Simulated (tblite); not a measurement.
Compound: C₅H₁₄BGeN.
SMILES with atom numbers: `[BH2:1][N:2]([CH3:3])[GeH2:4][CH:5]1[CH2:6][CH2:7][CH2:8]1` (hydrogens: H9, H10 on B1; H11, H12, H13 on C3; H14, H15 on Ge4; H16 on C5; H17, H18 on C6; H19, H20 on C7; H21, H22 on C8)

Computed with GFN2-xTB (tblite), gas phase: L-BFGS steps from a force-field or distance-geometry start until the largest atomic force falls under 0.01 eV/Å.

Step 0: E = -649.8826 eV
```
atom  x, y, z in Å  |  force x, y, z in eV/Å
B1     -2.8526    1.5948    0.2210    0.632  -0.490  -0.629
N2     -1.8405    0.6674   -0.4290   -1.089   0.750   1.050
C3     -2.4639   -0.6122   -0.7686   -0.816  -0.147  -0.218
Ge4    -0.5012    0.3546    0.8469   -0.194   0.351   0.392
C5      0.9268   -0.7350    0.0712   -0.416  -0.410  -0.505
C6      2.2038   -0.7280    0.8875    0.732  -0.437   0.890
C7      2.9344   -0.0117   -0.2470    0.847   0.278   0.245
C8      1.6615   -0.0148   -1.0654   -0.405  -0.037  -0.971
H9     -3.4378    1.2728    1.2018    0.022  -0.120  -0.377
H10    -3.0896    2.6463   -0.2656    0.315  -0.237   0.150
H11    -3.2899   -0.4419   -1.5130    0.659  -0.115   0.680
H12    -2.8962   -1.1266    0.1246    0.102   0.167  -0.552
H13    -1.7358   -1.2775   -1.2447   -0.007   0.129   0.135
H14    -1.0938   -0.4019    2.0718    0.114   0.273  -0.135
H15     0.0912    1.7090    1.3250   -0.254  -0.431  -0.170
H16     0.5981   -1.7578   -0.2016    0.075   0.512   0.152
H17     2.1551   -0.1047    1.8153    0.081  -0.826  -0.479
H18     2.6019   -1.7576    1.0652   -0.274   0.899   0.317
H19     3.2557    1.0152    0.0424    0.187  -0.847  -0.371
H20     3.7425   -0.6349   -0.6887   -0.271   0.787   0.317
H21     1.7393   -0.6460   -1.9754   -0.170   0.721   0.271
H22     1.2805    1.0100   -1.2746    0.130  -0.767  -0.193
```

Step 1: E = -650.0355 eV
```
atom  x, y, z in Å  |  force x, y, z in eV/Å
B1     -2.8436    1.5878    0.2120    0.122  -0.149  -0.210
N2     -1.8560    0.6781   -0.4140   -0.630   0.104   0.593
C3     -2.4755   -0.6143   -0.7717   -0.100   0.045   0.092
Ge4    -0.5040    0.3596    0.8525   -0.159   0.181   0.207
C5      0.9209   -0.7409    0.0640    0.158   0.138  -0.112
C6      2.2142   -0.7342    0.9002    0.077   0.055  -0.192
C7      2.9465   -0.0077   -0.2435   -0.197  -0.130   0.075
C8      1.6557   -0.0154   -1.0793    0.146  -0.119   0.110
H9     -3.4375    1.2710    1.1964    0.015  -0.105  -0.414
H10    -3.0851    2.6429   -0.2634    0.331  -0.185   0.115
H11    -3.2805   -0.4435   -1.5033    0.227  -0.019   0.294
H12    -2.8947   -1.1242    0.1167   -0.030   0.035  -0.354
H13    -1.7359   -1.2756   -1.2428   -0.054   0.211   0.157
H14    -1.0921   -0.3981    2.0699    0.093   0.249  -0.078
H15     0.0876    1.7028    1.3226   -0.212  -0.325  -0.129
H16     0.5991   -1.7505   -0.1994   -0.043   0.113   0.032
H17     2.1563   -0.1165    1.8084    0.066  -0.549  -0.094
H18     2.5980   -1.7448    1.0697   -0.035   0.330   0.385
H19     3.2584    1.0031    0.0371    0.296  -0.360  -0.213
H20     3.7387   -0.6237   -0.6842    0.039   0.521   0.154
H21     1.7368   -0.6357   -1.9715   -0.109   0.387  -0.165
H22     1.2823    0.9990   -1.2773   -0.001  -0.427  -0.252
```

**Question.** Estimate the geometry and energy of step 2. (The exact step hangs on the optimiser's Hessian estimate; all steps are aligned on step 1, rigid shifts and turns removed.)

**Answer.** E = -650.0996 eV, largest force 0.438 eV/Å
```
atom  x, y, z in Å  |  force x, y, z in eV/Å
B1     -2.8386    1.5828    0.2052   -0.322   0.161   0.154
N2     -1.8734    0.6832   -0.3975   -0.014  -0.355   0.163
C3     -2.4808   -0.6139   -0.7706    0.251   0.136   0.225
Ge4    -0.5080    0.3648    0.8584   -0.099   0.007   0.004
C5      0.9225   -0.7396    0.0597    0.097   0.203   0.093
C6      2.2187   -0.7348    0.8997   -0.197   0.123  -0.371
C7      2.9457   -0.0093   -0.2410   -0.282  -0.121  -0.042
C8      1.6572   -0.0180   -1.0808    0.204  -0.089   0.243
H9     -3.4371    1.2684    1.1863   -0.072  -0.106  -0.339
H10    -3.0769    2.6382   -0.2605    0.324  -0.061   0.056
H11    -3.2732   -0.4444   -1.4945   -0.081   0.058   0.000
H12    -2.8949   -1.1228    0.1071   -0.154  -0.120  -0.102
H13    -1.7371   -1.2707   -1.2390   -0.001   0.215   0.135
H14    -1.0897   -0.3918    2.0677    0.063   0.205  -0.004
H15     0.0822    1.6943    1.3192   -0.160  -0.170  -0.074
H16     0.5985   -1.7462   -0.1982   -0.069   0.012  -0.003
H17     2.1580   -0.1311    1.8046    0.041  -0.297   0.136
H18     2.5962   -1.7344    1.0790    0.083  -0.005   0.347
H19     3.2653    0.9923    0.0312    0.290  -0.080  -0.105
H20     3.7384   -0.6098   -0.6797    0.208   0.278   0.034
H21     1.7339   -0.6248   -1.9739   -0.053   0.186  -0.313
H22     1.2828    0.9871   -1.2833   -0.058  -0.182  -0.238
```

The energy changes by -0.0640 eV. The first-order estimate −F·Δx gives -0.0966 eV and the mean of the old and new forces, exact on a quadratic surface, -0.0635 eV. The step makes an angle of 13° with the force vector and moves no atom by more than 0.025 Å.

The cost below is that of the whole relaxation. On an AMD EPYC with one thread, no GPU, on a shared host, this took 3.6 s of wall time.
